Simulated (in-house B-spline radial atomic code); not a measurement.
# Ionising F VI (F5+) with different functionals

Computed with an all-electron radial atomic-structure program (B-spline basis): scalar-relativistic (spin-free X2C) Hamiltonian, Fermi nucleus of rms radius 2.8976 fm, spin-polarised at highest spin, spherical fractional occupations for the functionals, the average over the highest-spin determinants for Hartree-Fock. The ionisation energy is the difference of two self-consistent energies, [He] 2s2 → [He] 2s1, without Breit or QED terms; ε is the level of the shell that loses the electron (its least bound occupied spin orbital).

```tsv
method	rung	ΔSCF (eV)	-ε(2s) (eV)
Hartree-Fock	Hartree-Fock	154.03	154.33
HF fractional	Hartree-Fock	154.03	154.33
LDA VWN5	LDA	155.18	143.57
LDA PW92	LDA	155.17	143.56
LDA exchange-only	LDA	152.77	141.72
PBE	GGA	155.74	144.16
PBEsol	GGA	155.17	143.75
BLYP	GGA	155.66	144.15
RPBE	GGA	155.90	144.24
PW91	GGA	155.89	144.27
BP86	GGA	155.78	144.27
AM05	GGA	154.96	143.57
OLYP	GGA	155.62	144.28
TPSS	meta-GGA	155.73	144.68
r2SCAN	meta-GGA	154.83	144.74
revTPSS	meta-GGA	155.61	144.76
PBE0	global hybrid	155.61	146.99
B3LYP	global hybrid	155.78	146.54
TPSSh	global hybrid	155.69	145.75
BHandHLYP	global hybrid	155.49	149.75
r2SCAN0	global hybrid	154.95	147.35
B97-1	global hybrid	155.89	146.58
HSE06	range-separated hybrid	155.61	146.55
wB97X	range-separated hybrid	154.40	149.53
CAM-B3LYP	range-separated hybrid	155.67	148.50
LC-wPBE	range-separated hybrid	155.85	149.86
```

(1) Among the functionals, which spreads more, the ΔSCF values or the orbital energies?

(2) How do they compare with the NIST value?

## Answers

(1) The orbital energies: ΔSCF values span about 3.12 eV and the orbital energies 8.13 eV.

(2) NIST lists 157.163 eV (measured, ground level to ground level). Errors run from -4.39 to -1.26 eV; RPBE is closest (-1.26 eV), but part of that can be cancellation, since the calculations leave out Breit-QED terms, the near-degeneracy of s² and p². Hartree-Fock also lacks correlation.
